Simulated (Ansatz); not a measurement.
CH3AlF2, triplet, at the geometry of the source list (a higher spin typed on purpose: for a closed-shell molecule this is an excited state). Base run: BLYP/STO-3G in Ansatz (a first-principles code).

Geometry (Å):
```xyz
7

Al     0.8149     0.6388     0.0257
C     -0.7383    -0.5737    -0.0226
H     -0.5408    -1.4446    -0.6476
H     -1.6147    -0.0615    -0.4176
H     -0.9776    -0.9477     0.9728
F      0.7657     2.1932    -0.5246
F      2.2907     0.1955     0.6140
```
Charge 0, spin multiplicity 3.
Orbitals are unrestricted.
All else is at Ansatz's defaults.

Variants of this job, named by their change:

```
change               basis functions      E (Eh)  core-seconds (rough)
-------------------  ---------------  ----------  --------------------
base                              27  -475.42563                     9
basis = 6-31G*                     …           …                     7
basis = cc-pV(D+d)Z                …           …                     7
basis = 6-31+G*                   86  -481.91994                    10
basis = 6-311G**                  99  -481.99056                     9
basis = def2-SVPD                114  -481.67513                    10
basis = 6-311++G**               118  -482.00997                    20
basis = pcseg-2                  166  -482.05475                    20
basis = pc-2                     166           …                    20
basis = cc-pV(T+d)Z              171  -482.03520                    10
basis = def2-TZVPD               187  -482.05294                    30
basis = aug-cc-pVTZ              257  -482.04012                    40
basis = cc-pVQZ                    …           …                    50
```

Question: What belongs in the gaps?

Answer: 
- basis = 6-31G*, basis functions: 70
- basis = 6-31G*, E (Eh): -481.88802
- basis = cc-pV(D+d)Z, basis functions: 80
- basis = cc-pV(D+d)Z, E (Eh): -481.91782
- basis = pc-2, E (Eh): -482.05951
- basis = cc-pVQZ, basis functions: 314
- basis = cc-pVQZ, E (Eh): -482.06544

Totals compare only among sets that treat the same electrons; sets with core potentials leave the core out.
